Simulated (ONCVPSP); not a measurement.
# indium (In), ONCV: configuration errors across variants

* Element: indium (In)
* Generator: ONCVPSP 4.0.1
* Type: optimised norm-conserving Vanderbilt (ONCV)
* Functional: PBEsol
* Relativity: scalar-relativistic
* Frozen core: [Ar] 3d10
* Valence charge: 21
* Reference configuration: 4s2 4p6 4d10 5s2 5p1
* Partial waves: 4s+5s: rc 1.25 bohr, ncon 4, nbas 8, qcut 7.7 1/bohr, 2 projectors; 4p+5p: rc 1.70 bohr, ncon 5, nbas 9, qcut 8.1 1/bohr, 2 projectors; 4d: rc 1.05 bohr, ncon 4, nbas 8, qcut 10.6 1/bohr, local
* Local potential: the d channel
* Core correction: polynomial model core, fcfact 0.4

All-electron excitation energies from the reference (eV): (1) 4s2 4p6 4d10 5s2 5p0 5.361; (2) 4s2 4p6 4d10 5s1 5p0 24.640; (3) 4s1 4p6 4d10 5s2 5p1 127.401.

2 further variants failed, have other tests or another functional or relativity, and are left out.

Errors AE − PS in meV (a dash: test not solved or not reliable):

```tsv
change	(1)	(2)	(3)	bound ghosts	GHOST(+) flags above zero
base	-1.2	-5.1	-195	none	none
all radii but the core radius scaled by about 1.17 (s 1.46, p 1.98, d 1.22 bohr)	-1.2	-5.9	-378	none	s
d: nbas 7	-1.2	-5.1	-194	none	none
s: rc 1.72	-1.2	-6.4	-596	none	none
p: qcut 8.5	-1.2	-5.1	-194	none	none
p: ncon 4, nbas 8	-1.2	-5.1	-194	none	none
d: nproj 1; local potential polynomial inside 0.85 bohr (lpopt 5, dvloc0 -1 Ha)	-1.2	-5.1	-182	none	s
s: qcut 10.3; p: qcut 10.9; d: qcut 14.2	-1.2	-4.5	-86	none	s
```

(1) Give the same row for: core correction Teter function, fcfact 4.75, rcfact 1.15.

Results:

(1) -1.2, -5.0, -189; bound ghosts: none; GHOST(+) flags above zero: none.
